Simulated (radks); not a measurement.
Results of a calculation; reference values are marked as such.
Task: These are the eigenvalues of the occupied orbitals of an atom or ion with whole-number occupations (hartree). Code: a radial shooting solver on a logarithmic mesh with Libxc functionals. Model: Dirac Kohn-Sham, LDA (Slater exchange, Perdew-Wang correlation), spin-unpolarised, spherical densities, point nucleus.

orbital  eigenvalue
1s1/2     -1262.112
2s1/2     -197.4264
2p1/2     -185.6511
2p3/2     -173.7355
3s1/2     -41.31638
3p1/2     -36.41306
3p3/2     -34.14999
3d3/2     -25.49013
3d5/2     -25.01114
4s1/2      -8.41784
4p1/2      -6.68089
4p3/2      -6.22573
4d3/2      -3.41212
4d5/2      -3.33866
5s1/2      -1.84871
5p1/2      -1.40691
4f5/2      -0.56613

Which element is it, and in what charge state? The configuration may be excited. Open shells, if any, fill j = l - 1/2 first.

Result: Z = 54, xenon, charge +3: Xe3+ in [Kr] 4d10 5s2 5p2 4f1. The list shows which subshells hold electrons but not how many an open one holds; the 1s level, -1262.1 hartree, gives Z - s = 50.2 by -(Z - s)^2/2, which with screening and relativity narrows Z to a few neighbours, and the depths of the outer levels then fix element, charge and occupations together.
